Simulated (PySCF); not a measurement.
An unknown is described by computed data only.

Formula: CH8B2SSi.

* 13C NMR: chemical shifts (computed TMS as zero) by class: 55.5 (1 C) ppm [GIAO CAM-B3LYP/pcSseg-2]
* Valence photoelectron: vertical ionisation energy: 10.07 eV [ΔSCF CAM-B3LYP/def2-SVPD]
* Rotational structure: rotational constants A, B, C: 4.409, 1.967, 1.529 GHz [PBE0-D3(BJ)/def2-SVP]
* UV, first state: lowest singlet excitation: 5.33 eV (233 nm, f = 0.080) [TDDFT CAM-B3LYP/def2-SVPD]
* Polarisability: 89.6 au [CAM-B3LYP/def2-SVPD]
* Triplet: lowest triplet excitation (Tamm–Dancoff): 4.53 eV [TDA CAM-B3LYP/def2-SVPD]
* 1H NMR: chemical shifts (computed TMS as zero) by class: 7.57 (2 H), 7.11 (1 H), 4.74 (3 H), 3.60 (2 H) ppm [GIAO CAM-B3LYP/pcSseg-2]

Electronic properties: PySCF, gas phase, density fitting. Levels stand in brackets. Isolated species at its PBE0-D3(BJ)/def2-SVP geometry (one conformer only). Each NMR value is the plain mean over a class of atoms that symmetry, rotation or inversion makes alike.

**Question.** Give a SMILES that accounts for the data.

**Answer.** Numbering: `[BH2:1][CH2:2][BH:3][S:4][SiH3:5]`. The one carbon: sp3 carbon bound to boron [C2] (55.5 ppm). Hydrogen classes from least to most shielded: 2 H on a three-coordinate boron, B1 (7.57 ppm), 1 H on a three-coordinate boron, B3 (7.11 ppm), 3 H on an SiH3 silicon, Si5 (4.74 ppm), 2 H on an sp3 carbon bound to boron, C2 (3.60 ppm). The first electron is taken from the HOMO, whose largest Löwdin shares are 0.63 on the sulfur bonded to B and Si, 0.12 on a three-coordinate boron and 0.10 on the SiH3 silicon. The optimised geometry has point group C1 and is an asymmetric top. Structure: `BCBS[SiH3]`. The assignments are read from this structure; whether some other isomer fits the data as well wasn't checked.

The values belong to the conformer `[BH2:1][CH2:2][BH:3][S:4][SiH3:5]`: B1–C2–B3–S4 101°, C2–B3–S4–Si5 2°.
